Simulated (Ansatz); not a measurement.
Al(PH3)F3 (AlPH₃F₃). Total charge 0; triplet. Geometry r2SCAN-D4/def2-SVP, that of the neutral singlet; atoms count from 1.

Cartesian coordinates in Å:
```
Al 0.699 -0.051 1.213
P -0.549 0.040 -0.949
H -1.428 -1.026 -1.258
H 0.204 0.083 -2.147
H -1.416 1.136 -1.173
F 1.496 -1.495 0.990
F -0.590 -0.036 2.265
F 1.584 1.350 1.057
```

At PBE0-D4/def2-TZVP a singlet of charge 0 lies 6.66 eV below the triplet at the same geometry.

Estimate the Mulliken populations from the PBE0/def2-TZVP orbitals of Ansatz.


```json
{"atom": "Al1", "charge (e)": "0.78", "spin (α − β)": "0.14"}
{"atom": "P2", "charge (e)": "-0.11", "spin (α − β)": "1.29"}
{"atom": "H3", "charge (e)": "0.15", "spin (α − β)": "-0.02"}
{"atom": "H4", "charge (e)": "0.07", "spin (α − β)": "0.22"}
{"atom": "H5", "charge (e)": "0.07", "spin (α − β)": "0.21"}
{"atom": "F6", "charge (e)": "-0.32", "spin (α − β)": "0.06"}
{"atom": "F7", "charge (e)": "-0.32", "spin (α − β)": "0.06"}
{"atom": "F8", "charge (e)": "-0.33", "spin (α − β)": "0.05"}
```
Mulliken values and Mayer orders depend strongly on the basis.

Where does the spin sit?

Summed by element: Al 0.14, P 1.29, H 0.41, F 0.16, of 2 unpaired in all. Largest on single atoms: P2 1.29, H4 0.22, H5 0.21.

And the Mayer bond orders between bonded heavy atoms (over 0.3)?

Al1–P2 0.47 (2.50 Å); Al1–F6 1.08 (1.66 Å); Al1–F7 1.08 (1.66 Å); Al1–F8 1.07 (1.66 Å).
